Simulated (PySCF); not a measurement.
Computed with r2SCAN-D4/def2-TZVP run with PySCF. Isolated molecules, 0 K electronic values unless said otherwise. 

Reference species (SMILES): `C[SiH2]` (neutral, multiplicity 2).

```
Item           Result
-------------  ------
dipole moment  0.96 D
```

Changed species: `[CH2][SiH3]` (H atom removed from C1; the reference has H atom removed from Si2).

Question: Give the shifts of the dipole moment.

Answer: the dipole moment falls by 0.24 D, to 0.72 D.
